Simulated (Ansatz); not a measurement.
Gas-phase electronic energies from Ansatz, PBE0-D4/def2-TZVP geometries. CCSD(T)/CBS adds triple-zeta CCSD(T) − MP2 to the extrapolated MP2 energy (def2 sets, frozen cores). This one scheme is used for every species. Functionals use def2-TZVPP. B3LYP here is the variant with VWN-RPA as its local correlation; programs differ in this. HSE06 is defined as in plane-wave codes. For Ge outer-core shells are correlated without core-valence functions, which leaves a few kJ/mol of doubt a bond. Scalar relativity is left out up to krypton. Each species was taken in one conformer, which may not be the lowest.

`[NH2][GeH]([OH])[SH]` → NH₃ + `[OH][Ge][SH]`  (germylene formation by 1,1-elimination)

```json
{"level": "LDA (SPW92)", "ΔE (kJ/mol)": "67.0", "difference from CCSD(T)/CBS": "13.3"}
{"level": "PBE-D4", "ΔE (kJ/mol)": "35.2", "difference from CCSD(T)/CBS": "-18.5"}
{"level": "revPBE-D4", "ΔE (kJ/mol)": "31.0", "difference from CCSD(T)/CBS": "-22.7"}
{"level": "BLYP-D4", "ΔE (kJ/mol)": "12.3", "difference from CCSD(T)/CBS": "-41.4"}
{"level": "r2SCAN-D4", "ΔE (kJ/mol)": "57.0", "difference from CCSD(T)/CBS": "3.3"}
{"level": "B97M-V", "ΔE (kJ/mol)": "57.3", "difference from CCSD(T)/CBS": "3.6"}
{"level": "PBE0-D4", "ΔE (kJ/mol)": "56.1", "difference from CCSD(T)/CBS": "2.4"}
{"level": "B3LYP-D4", "ΔE (kJ/mol)": "32.1", "difference from CCSD(T)/CBS": "-21.6"}
{"level": "r2SCANh-D4", "ΔE (kJ/mol)": "61.3", "difference from CCSD(T)/CBS": "7.6"}
{"level": "r2SCAN0-D4", "ΔE (kJ/mol)": "67.7", "difference from CCSD(T)/CBS": "14.0"}
{"level": "HSE06-D4", "ΔE (kJ/mol)": "55.8", "difference from CCSD(T)/CBS": "2.1"}
{"level": "CAM-B3LYP-D4", "ΔE (kJ/mol)": "49.7", "difference from CCSD(T)/CBS": "-4.0"}
{"level": "ωB97X-V", "ΔE (kJ/mol)": "65.1", "difference from CCSD(T)/CBS": "11.4"}
{"level": "ωB97M-V", "ΔE (kJ/mol)": "47.6", "difference from CCSD(T)/CBS": "-6.1"}
{"level": "B2PLYP", "ΔE (kJ/mol)": "42.4", "difference from CCSD(T)/CBS": "-11.3"}
{"level": "PBE-QIDH", "ΔE (kJ/mol)": "75.4", "difference from CCSD(T)/CBS": "21.7"}
{"level": "PBE", "ΔE (kJ/mol)": "28.0", "difference from CCSD(T)/CBS": "-25.7"}
{"level": "revPBE", "ΔE (kJ/mol)": "13.0", "difference from CCSD(T)/CBS": "-40.7"}
{"level": "r2SCAN", "ΔE (kJ/mol)": "55.0", "difference from CCSD(T)/CBS": "1.3"}
{"level": "PBE0", "ΔE (kJ/mol)": "49.8", "difference from CCSD(T)/CBS": "-3.9"}
{"level": "B3LYP", "ΔE (kJ/mol)": "20.8", "difference from CCSD(T)/CBS": "-32.9"}
{"level": "r2SCANh", "ΔE (kJ/mol)": "59.2", "difference from CCSD(T)/CBS": "5.5"}
{"level": "r2SCAN0", "ΔE (kJ/mol)": "65.3", "difference from CCSD(T)/CBS": "11.6"}
{"level": "HSE06", "ΔE (kJ/mol)": "50.0", "difference from CCSD(T)/CBS": "-3.7"}
{"level": "BHLYP", "ΔE (kJ/mol)": "46.4", "difference from CCSD(T)/CBS": "-7.3"}
{"level": "RPA@PBE/def2-TZVPP", "ΔE (kJ/mol)": "54.2", "difference from CCSD(T)/CBS": "0.5"}
{"level": "HF/def2-SVP", "ΔE (kJ/mol)": "63.0", "difference from CCSD(T)/CBS": "9.3"}
{"level": "MP2/def2-SVP", "ΔE (kJ/mol)": "78.1", "difference from CCSD(T)/CBS": "24.4"}
{"level": "CCSD/def2-SVP", "ΔE (kJ/mol)": "63.5", "difference from CCSD(T)/CBS": "9.8"}
{"level": "HF/def2-TZVPP", "ΔE (kJ/mol)": "57.7", "difference from CCSD(T)/CBS": "4.0"}
{"level": "MP2/def2-TZVPP", "ΔE (kJ/mol)": "75.8", "difference from CCSD(T)/CBS": "22.1"}
{"level": "SCS-MP2/def2-TZVPP", "ΔE (kJ/mol)": "68.0", "difference from CCSD(T)/CBS": "14.3"}
{"level": "CCSD/def2-TZVPP", "ΔE (kJ/mol)": "67.0", "difference from CCSD(T)/CBS": "13.3"}
{"level": "CCSD(T)/def2-TZVPP", "ΔE (kJ/mol)": "66.6", "difference from CCSD(T)/CBS": "12.9"}
{"level": "HF/def2-QZVPP", "ΔE (kJ/mol)": "56.5", "difference from CCSD(T)/CBS": "2.8"}
{"level": "MP2/def2-QZVPP", "ΔE (kJ/mol)": "68.0", "difference from CCSD(T)/CBS": "14.3"}
{"level": "SCS-MP2/def2-QZVPP", "ΔE (kJ/mol)": "62.1", "difference from CCSD(T)/CBS": "8.4"}
{"level": "HF/CBS(def2)", "ΔE (kJ/mol)": "56.3", "difference from CCSD(T)/CBS": "2.6"}
{"level": "MP2/CBS(def2)", "ΔE (kJ/mol)": "62.9", "difference from CCSD(T)/CBS": "9.2"}
{"level": "CCSD/CBS(def2)", "ΔE (kJ/mol)": "54.1", "difference from CCSD(T)/CBS": "0.4"}
{"level": "CCSD(T)/CBS", "ΔE (kJ/mol)": "53.7", "difference from CCSD(T)/CBS": "0"}
```

Largest T1 diagnostic among the species: 0.015.

At CCSD(T), def2-SVP lies +8.6 kJ/mol from the extrapolated value and def2-TZVPP +12.9 kJ/mol. From PBE to PBE0 (25 % exact exchange), in def2-TZVPP and without D4, ΔE moves by +21.8 kJ/mol. The D4 term adds +11.3 kJ/mol with B3LYP and +6.3 kJ/mol with PBE0; it sums over pairs of atoms, weighted by their polarisabilities, and B3LYP, whose exchange is more repulsive, gets the larger term.
